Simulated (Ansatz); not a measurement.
Total energies of GaH$_{4}$SbSe, SMILES `[GaH2][SbH][SeH]`.

```xyz
7

Ga   -1.554    0.277   -0.550
Sb    0.630    0.886    0.770
Se    1.505   -1.524    0.670
H    -2.341    1.444   -1.248
H    -2.066   -1.206   -0.605
H     1.293    1.398   -0.729
H     2.532   -1.275    1.691
```

The species carries charge 0 and has multiplicity 1. Correlated methods include outer-core shells of Ga, Sb, Se, which these sets cover unevenly. Scalar relativity is left out up to krypton. Sb takes the def2 core potential. Geometry: relaxed with PBE0-D4/def2-TZVP. It is one conformer, not always the lowest. Basis def2-TZVPP, the Gaussian-basis code of Ansatz.

RPA on PBE orbitals: Hartree–Fock energy of these orbitals -4564.63533 Eh, correlation -1.28915 Eh (frozen core).

| functional | kind | energy without D4 (Eh) | D4 term (kJ/mol) |
| --- | --- | --- | --- |
| LDA (SPW92) | LDA | -4562.23662 | – |
| PBE | GGA | -4568.42126 | -20.1 |
| revPBE | GGA | -4568.79350 | -43.9 |
| BLYP | GGA | -4569.13279 | -41.6 |
| r2SCAN | meta-GGA | -4569.15604 | -4.2 |
| B97M-V | meta-GGA with VV10 | -4568.27698 | – |
| PBE0 | global hybrid, 25 % exact exchange | -4568.55179 | -17.3 |
| B3LYP | global hybrid, 20 % | -4569.25822 | -33.3 |
| r2SCANh | meta-GGA hybrid, 10 % | -4569.12944 | -4.8 |
| r2SCAN0 | meta-GGA hybrid, 25 % | -4569.09128 | -5.4 |
| HSE06 (plane-wave form) | screened hybrid | -4568.55220 | -16.7 |
| BHLYP | global hybrid, 50 % | -4568.97539 | -34.2 |
| CAM-B3LYP | range-separated hybrid | -4569.31000 | -18.4 |
| LC-ωPBE | long-range corrected hybrid | -4568.53471 | – |
| ωB97X-V | range-separated hybrid GGA with VV10 | -4568.66504 | – |
| ωB97M-V | range-separated hybrid meta-GGA with VV10 | -4568.79223 | – |
| B2PLYP | double hybrid | -4568.12538 | – |
| PBE-QIDH | double hybrid | -4567.69564 | – |

B3LYP takes the VWN-RPA correlation (the form of Gaussian; ORCA's B3LYP/G). HSE06 is the plane-wave form, built on full-range PBE exchange. The double hybrids freeze the cores in their second-order part.

LC-ωPBE has ω = 0.4 bohr⁻¹.
